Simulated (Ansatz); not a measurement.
The cluster Al4Ru. The state is a quintet with charge 0. Geometry PBE0-D4/def2-SVP; atoms count from 1.

```xyz
5

Ru   -0.4041   -0.2868    0.0491
Al    1.2555   -0.5070   -1.4472
Al   -1.9096    0.9833   -1.2844
Al    0.6404    1.5949    0.9782
Al    0.4179   -1.7843    1.7043
```

In the def2 sets Ru takes a core potential; there is no spin–orbit coupling. At PBE0-D4/def2-TZVP a singlet of charge 0 lies 1.84 eV below the quintet, each at its own geometry. The structure comes from a short search, and lower isomers may exist.

Question: Estimate the Mulliken populations from the PBE0/def2-TZVP orbitals of Ansatz.

Answer: 
```csv
atom,charge (e),spin (α − β),d electrons
Ru1,-0.03,1.13,7.20
Al2,-0.04,0.36,–
Al3,0.02,0.86,–
Al4,0.02,0.79,–
Al5,0.02,0.86,–
```
Mulliken values and Mayer orders depend strongly on the basis.

Question: Where does the spin sit?

Answer: Summed by element: Ru 1.13, Al 2.87, of 4 unpaired in all. Largest on single atoms: Ru1 1.13, Al3 0.86, Al5 0.86.

Question: And the Mayer bond orders between bonded heavy atoms (over 0.3)?

Answer: Ru1–Al2 1.38 (2.25 Å); Ru1–Al3 1.08 (2.38 Å); Ru1–Al4 1.12 (2.34 Å); Ru1–Al5 1.08 (2.38 Å). Values over 0.3 also appear between atoms too far apart for a bond (Al2–Al3 0.33 at 3.50 Å; Al2–Al5 0.33 at 3.50 Å); they arise where an orbital or an unpaired electron spreads over both atoms.
